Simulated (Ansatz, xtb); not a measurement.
Two isomers of CH10OSi4

Structure I: `O=C[Si]([SiH3])([SiH3])[SiH3]`, a singlet. Structure II: `O=C[SiH2][SiH2][SiH2][SiH3]`, a singlet. Both are isolated molecules in the gas phase, relaxed with PBE-D3(BJ)/def2-SVP; the shapes shown needn't be the lowest conformers.

I (Å):

```
atom    x (Å)    y (Å)    z (Å)
   C   0.2436  -2.0890   1.4598
   O  -0.6757  -2.2764   2.2352
  Si   0.2334  -0.5840   0.2065
  Si   2.1410   0.7439   0.5881
  Si  -1.7900   0.5167   0.6653
  Si   0.3727  -1.4214  -1.9905
   H   1.1383  -2.7907   1.4444
   H   3.3792  -0.1079   0.4860
   H   2.0879   1.3673   1.9568
   H   2.2171   1.8348  -0.4464
   H  -1.8042   0.9746   2.0971
   H  -1.9344   1.7177  -0.2312
   H  -2.9426  -0.4159   0.4173
   H   1.6114  -2.2662  -2.1351
   H   0.4501  -0.2771  -2.9655
   H  -0.8330  -2.2620  -2.3138
```

II (Å):

```yaml
atoms:
  - { symbol: C, position_ang: [-0.7734, -1.5005, 1.8285] }
  - { symbol: O, position_ang: [-1.0394, -1.7297, 0.6595] }
  - { symbol: Si, position_ang: [0.2514, 0.0676, 2.3823] }
  - { symbol: Si, position_ang: [1.4525, 0.8054, 0.5024] }
  - { symbol: Si, position_ang: [0.0755, 0.4895, -1.3861] }
  - { symbol: Si, position_ang: [0.2449, -1.7374, -2.1382] }
  - { symbol: H, position_ang: [-1.1549, -2.2060, 2.6341] }
  - { symbol: H, position_ang: [1.0578, -0.2851, 3.6060] }
  - { symbol: H, position_ang: [-0.7856, 1.0842, 2.7940] }
  - { symbol: H, position_ang: [1.8364, 2.2490, 0.7034] }
  - { symbol: H, position_ang: [2.7156, -0.0079, 0.3762] }
  - { symbol: H, position_ang: [0.5338, 1.4415, -2.4650] }
  - { symbol: H, position_ang: [-1.3388, 0.8622, -1.0288] }
  - { symbol: H, position_ang: [1.0574, -2.5590, -1.1754] }
  - { symbol: H, position_ang: [0.9578, -1.7527, -3.4674] }
  - { symbol: H, position_ang: [-1.1094, -2.3619, -2.3189] }
```

Q: Estimate E(II) − E(I) at the level CCSD(T)/def2-SVP + ΔMP2/def2-TZVPP.

A: CCSD(T)/def2-SVP + ΔMP2/def2-TZVPP gives E(II) − E(I) = +5.81 kJ/mol, slightly favouring structure I, which is too small a margin to settle the true order.

The same difference at several levels:

```json
{"level": "GFN2-xTB", "geometry": "GFN2-xTB", "E(II) − E(I) (kJ/mol)": "−4.98", "departure from the last row (kJ/mol)": "−10.79", "job, with rough time for the two": "optimisation, 0.71 s"}
{"level": "HF/STO-3G", "geometry": "GFN2-xTB", "E(II) − E(I) (kJ/mol)": "+10.50", "departure from the last row (kJ/mol)": "+4.69", "job, with rough time for the two": "single point, 0.74 s"}
{"level": "r2SCAN-D4/def2-SVP", "geometry": "GFN2-xTB", "E(II) − E(I) (kJ/mol)": "+11.71", "departure from the last row (kJ/mol)": "+5.90", "job, with rough time for the two": "single point, 8.4 s"}
{"level": "PBE-D3(BJ)/def2-SVP", "geometry": "PBE-D3(BJ)/def2-SVP", "E(II) − E(I) (kJ/mol)": "+4.62", "departure from the last row (kJ/mol)": "−1.19", "job, with rough time for the two": "optimisation, 1.7 min"}
{"level": "HF/def2-SVP", "geometry": "PBE-D3(BJ)/def2-SVP", "E(II) − E(I) (kJ/mol)": "+1.97", "departure from the last row (kJ/mol)": "−3.84", "job, with rough time for the two": "part of the CCSD(T) run"}
{"level": "MP2/def2-SVP", "geometry": "PBE-D3(BJ)/def2-SVP", "E(II) − E(I) (kJ/mol)": "+6.65", "departure from the last row (kJ/mol)": "+0.84", "job, with rough time for the two": "part of the CCSD(T) run"}
{"level": "CCSD(T)/def2-SVP", "geometry": "PBE-D3(BJ)/def2-SVP", "E(II) − E(I) (kJ/mol)": "+4.31", "departure from the last row (kJ/mol)": "−1.50", "job, with rough time for the two": "single point"}
{"level": "CCSD(T)/def2-SVP + ΔMP2/def2-TZVPP", "geometry": "PBE-D3(BJ)/def2-SVP", "E(II) − E(I) (kJ/mol)": "+5.81", "departure from the last row (kJ/mol)": "", "job, with rough time for the two": "single point, 2 min"}
```

As drawn, both hold the same kinds of bond in the same numbers.

GFN2-xTB puts the two in the other order. HF/def2-SVP finds them nearly level. The largest departure from CCSD(T)/def2-SVP + ΔMP2/def2-TZVPP is that of GFN2-xTB, 10.79 kJ/mol. The last row adds to CCSD(T) the change of the MP2 difference between the two basis sets, here +1.50 kJ/mol.

With thermal terms from frequencies at re-optimised GFN2-xTB minima (ideal gas, soft modes damped towards free rotors, one conformer each, 298.15 K, 1 atm): the zero-point term adds +2.48 kJ/mol; ΔH is +4.90 and ΔG +13.69 kJ/mol.

The correlated steps freeze 22 core orbitals. Programs: Ansatz 0.2.0, xtb 6.7.1; the last row on 2 threads of Arm Neoverse V2 on a shared host.
